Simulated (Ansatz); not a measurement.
Born–Oppenheimer molecular dynamics of AlF$_{2}$H$_{3}$O (7 atoms, charge 0, multiplicity 1). It starts at the highest image of a converged band, a first-order saddle point between two minima.

Level of theory: Ansatz, RKS PBE/STO-3G.

| Property | Result |
| --- | --- |
| ensemble | NVE (velocity Verlet) |
| time step | 0.5 fs |
| steps asked | 200 |
| starting velocities drawn for | 300 K |
| seed | 7199 |

First frame:

```xyz
7
Properties=species:S:1:pos:R:3
Al -0.699 -0.052 -0.203
H 0.735 -1.298 0.051
F -1.391 -0.319 -1.665
F -1.613 0.005 1.160
H 1.131 -0.428 0.013
O 0.892 0.850 -0.155
H 0.946 1.242 0.800
```

**Question.** How far do the bonds stretch over the last three quarters of this one trajectory? (Pairs bonded in most of those frames.)

**Answer.** 
```json
{"bond": "Al1–F3", "mean (Å)": "1.648", "spread (Å)": "0.015", "shortest": "1.62", "longest": "1.67"}
{"bond": "Al1–F4", "mean (Å)": "1.652", "spread (Å)": "0.021", "shortest": "1.61", "longest": "1.69"}
{"bond": "Al1–O6", "mean (Å)": "1.725", "spread (Å)": "0.019", "shortest": "1.68", "longest": "1.75"}
{"bond": "H2–H5", "mean (Å)": "0.740", "spread (Å)": "0.018", "shortest": "0.71", "longest": "0.78"}
{"bond": "O6–H7", "mean (Å)": "1.038", "spread (Å)": "0.004", "shortest": "1.03", "longest": "1.05"}
```

Mean temperature of the second half: 1067 K. The conserved energy stayed within 0.066 meV per atom of its start (net change -0.047 meV per atom), so the integration is sound. The system heated up, since it started high on the potential surface and ran downhill. A run of 0.1 ps of so small a system gives no equilibrium averages. The orbitals stay closed-shell, which can raise the energy where a bond breaks towards radicals; this wasn't checked here. Limits of this set-up: minimal basis.

The run took 82 s on 1 thread of AMD EPYC 9R45 96-Core Processor (Zen 5), on a shared host, peak memory 0.097 GiB.
